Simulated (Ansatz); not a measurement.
Consider the formal exchange of groups at a B–S bond: `COB(F)S` + BH₃ → `BB(F)OC` + H₂S.

Calculated with Ansatz (gas phase, PBE0-D4/def2-TZVP geometries, no zero-point term in ΔE). CCSD(T)/CBS is the MP2 limit (def2-TZVPP, def2-QZVPP) plus CCSD(T) − MP2 in def2-TZVPP, frozen cores. This one scheme is used for every species. Functionals use def2-TZVPP. B3LYP here is the variant with VWN-RPA as its local correlation; programs differ in this. One conformer a species, not always the lowest.

`COB(F)S`:

Cartesian coordinates in Å:
```
C 0.405 1.356 0.019
O 0.091 0.049 0.471
B -0.332 -0.920 -0.358
F -0.485 -0.703 -1.666
S -0.722 -2.582 0.253
H 0.231 1.468 -1.052
H -0.216 2.069 0.565
H 1.454 1.558 0.239
H -0.427 -2.295 1.530
```

BH₃:

```xyz
4

B     0.000    0.000    0.000
H     0.994   -0.405   -0.523
H    -0.330    1.138   -0.146
H    -0.664   -0.733    0.668
```

`BB(F)OC`:

Cartesian coordinates in Å:
```
B 0.918 -1.243 0.545
B -0.674 -0.665 0.636
F -1.567 -1.355 1.353
O -1.143 0.450 0.043
C -0.303 1.266 -0.742
H 1.269 -2.002 -0.313
H 1.753 -0.925 1.341
H 0.719 0.872 -0.806
H -0.710 1.336 -1.752
H -0.261 2.266 -0.305
```

H₂S:

Z-matrix (Å, degrees):
```
S
H 1 1.341
H 1 1.341 2 92.3
```

| level | ΔE (kJ/mol) | difference from CCSD(T)/CBS |
| --- | --- | --- |
| PBE-D4 | 75.4 | -5.1 |
| PBE0-D4 | 79.0 | -1.5 |
| ωB97X-V | 79.5 | -1.0 |
| ωB97M-V | 82.0 | 1.5 |
| B2PLYP | 82.5 | 2.0 |
| PBE | 74.2 | -6.3 |
| B3LYP | 78.1 | -2.4 |
| HF/def2-TZVPP | 86.0 | 5.5 |
| SCS-MP2/def2-TZVPP | 86.5 | 6.0 |
| CCSD(T)/def2-TZVPP | 80.7 | 0.2 |
| HF/def2-QZVPP | 85.2 | 4.7 |
| MP2/def2-QZVPP | 88.6 | 8.1 |
| SCS-MP2/def2-QZVPP | 86.0 | 5.5 |
| HF/CBS(def2) | 85.0 | 4.5 |
| MP2/CBS(def2) | 88.8 | 8.3 |
| CCSD/CBS(def2) | 79.3 | -1.2 |
| CCSD(T)/CBS | 80.5 | 0 |

Largest T1 diagnostic among the species: 0.013.

From PBE to PBE0 (25 % exact exchange), in def2-TZVPP and without D4, ΔE moves by +3.8 kJ/mol.
